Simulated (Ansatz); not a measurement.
Ansatz (a program for electronic structure) job for CCl, SMILES [C]Cl (connectivity only; charge and spin as stated), neutral, multiplicity 2, PBE/def2-TZVPD. Coordinates come from a PBE0-D3(BJ)/def2-TZVPD optimisation.

Ansatz 0.2 input:
```yaml
crystal:
  periodic: [false, false, false]
  atoms:
    - {symbol: C, position_ang: [0.00000000, 0.00000000, -1.21477895]}
    - {symbol: Cl, position_ang: [0.00000000, 0.00000000, 0.42874551]}
basis:
  gaussian:
    orbitals: def2-TZVPD
hamiltonian:
  xc: {name: PBE}
magnetization: {spin_polarized: true, initial_magnetization: 1}
```

Program output:

```
WARN ansatz: RAYON_NUM_THREADS=1 ignored (pool sized by the plan → 1); use --threads N
Functional definition: PBE
integrals: 0.01 GiB planned
454 factors; their error is unknown
mean field: 0.19 GiB planned
mean field evaluation 1: about -13544.8913 eV, gradient 2.9e1 eV
mean field evaluation 2: about -13527.5807 eV, gradient 5.8e1 eV
mean field evaluation 4: about -13549.3605 eV, gradient 1.7e0 eV
mean field evaluation 8: about -13549.3669 eV, gradient 2.9e-2 eV
mean field evaluation 16: about -13549.2240 eV, gradient 4.7e0 eV
mean field -13549.36693994 eV, -497.9300509522 hartree, gradient 3.0e-5 eV, S^2 0.753821; 1 other end points of the search recorded, 0 dependent functions left out
reference -13549.36698220 eV, -497.9300525051 hartree; 12, 11 occupied and 71, 72 virtual orbitals, 454 factors
Total energy: -13549.36698220 eV, -497.9300525051 hartree
```

Self-consistency was reached.
